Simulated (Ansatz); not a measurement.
Z-matrix (Å, degrees):
```
B
S 1 1.981
P 1 1.906 2 75.5
H 1 1.200 2 112.4 3 117.1
H 1 1.200 2 104.6 3 -111.5
S 2 2.051 1 106.1 3 -92.3
N 3 1.654 1 104.1 2 98.5
H 6 1.345 2 96.5 1 -51.8
H 7 1.008 3 122.2 1 2.0
H 7 1.007 3 120.3 1 -157.3
```

Total charge 0; spin multiplicity 1. The bonds changed during the relaxation, so this is another structure than the one it started from.

(1) List the CAM-B3LYP/def2-TZVPP orbital energies in eV (Ansatz 0.2.0). (Estimate.)

Answers

(1) The calculation gave: Occupied: -2420.90, -2420.81, -2099.62, -392.20, -218.86, -218.79, -184.89, -180.77, -163.47, -163.41, -163.32, -163.30, -163.25, -163.13, -130.84, -130.73, -130.58, -26.80, -24.54, -21.11, -18.42, -16.59, -15.61, -13.57, -13.29, -12.34, -11.52, -10.41, -10.23, -9.43, -8.63, -8.08. Lowest empty: -0.19, -0.01, 1.07, 1.54, 2.35, 2.74, 3.01, 3.15.
